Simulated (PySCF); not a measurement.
C₇H₁₀O (charge +1 and doublet state).
Atom-mapped SMILES: `[CH2:1]=[CH:2][C@:3]1([CH:4][CH2+:5])[CH2:6][CH2:7][O:8]1` (hydrogens: H9, H10 on C1; H11 on C2; H12 on C4; H13, H14 on C5; H15, H16 on C6; H17, H18 on C7)

Geometry (GFN2-xTB, Å), atoms numbered from 1 in this order:
```xyz
18
C7H10O angstrom
C     -0.1309    2.2281    0.7651
C     -0.1647    1.4273   -0.2892
C     -0.1312   -0.0942   -0.1892
C      1.3585   -0.1948   -0.5019
C      2.2829   -0.3771    0.4288
C     -1.1323   -0.9292   -0.9846
C     -1.5183   -1.4729    0.3915
O     -0.5471   -0.6456    1.0184
H      0.0277    1.8656    1.7685
H     -0.3125    3.2867    0.6566
H     -0.2298    1.7805   -1.3086
H      1.5760   -0.1137   -1.5575
H      2.0577   -0.3661    1.4835
H      3.3038   -0.5950    0.1554
H     -0.6971   -1.6536   -1.6697
H     -1.9070   -0.3673   -1.5018
H     -2.5264   -1.2397    0.7472
H     -1.3180   -2.5327    0.5760
```

The hyperfine couplings belong to this conformer and change with its torsions.

Level of theory: UKS B3LYP, pcH-1 on C H O, non-relativistic, mean-field spin-orbit, GIAO in PySCF 2.14.0. One conformer (not necessarily the lowest) at the GFN2-xTB geometry, without solvent, vibrations or thermal averaging. A GFN2-xTB geometry isn't a minimum of the functional, and hyperfine couplings can be far from their values at a DFT geometry, by a factor of two or more for some ions and for spin on atoms past the first row. The SCF solution wasn't tested for stability.

Question: What is the g tensor, term by term?

Answer: 
```json
{"Δg (ppm)": "relativistic mass correction", "1": "-167", "2": "-167", "3": "-167"}
{"Δg (ppm)": "gauge correction", "1": "-15", "2": "22", "3": "65"}
{"Δg (ppm)": "orbital Zeeman/spin–orbit", "1": "494", "2": "1425", "3": "2432"}
{"Δg (ppm)": "total", "1": "313", "2": "1281", "3": "2330"}
```

So g = 2.00263, 2.00360, 2.00465 and g_iso = 2.00363; the tensor is rhombic: the two nearest values differ by 48 % of g3 − g1. 

Question: At 33.91 GHz, how far is the centre of the isotropic spectrum from where a free electron (g = 2.002319) resonates?

Answer: B = hν/(g μB) with μB/h = 13.99624 MHz/mT gives 1209.99 mT for the free electron and 1209.20 mT at g_iso, 0.79 mT lower.

Question: Average each term over the three axes. Which is largest in size?

Answer: The orbital-Zeeman/spin–orbit term 1450, the mass correction -167 and the gauge correction 24 ppm, for a total of 1308 ppm. The orbital-Zeeman/spin–orbit term is the largest in size. The mass correction is the same along every axis, so the anisotropy comes from the other two: their spans along these axes are 79 (gauge) and 1938 ppm (orbital Zeeman/spin–orbit).

Question: In a frozen sample, at which fields do the three g values resonate at 9.5, 34, 94 and 263 GHz (hyperfine left aside), and which band first spreads them over more than twice a line width of 0.5 mT?

Answer: 
```tsv
band	GHz	B(g3) mT	B(g2) mT	B(g1) mT	spread mT
X	9.5	338.59	338.77	338.93	0.34
Q	34.0	1211.79	1212.43	1213.02	1.22
W	94.0	3350.26	3352.01	3353.63	3.38
J	263.0	9373.59	9378.50	9383.03	9.44
```

The spread grows in proportion to the frequency. Q band is the first where it exceeds 1.0 mT.

The Mulliken spin populations are largest on C5 (+0.32), C1 (+0.31), C2 (+0.13) and C4 (+0.13).

The HOMO–LUMO gaps are 5.80 eV among the α and 1.68 eV among the β orbitals.

The SMILES draws the unpaired electron on C4; the largest computed Mulliken spin population is on C5 (0.32 against 0.13).
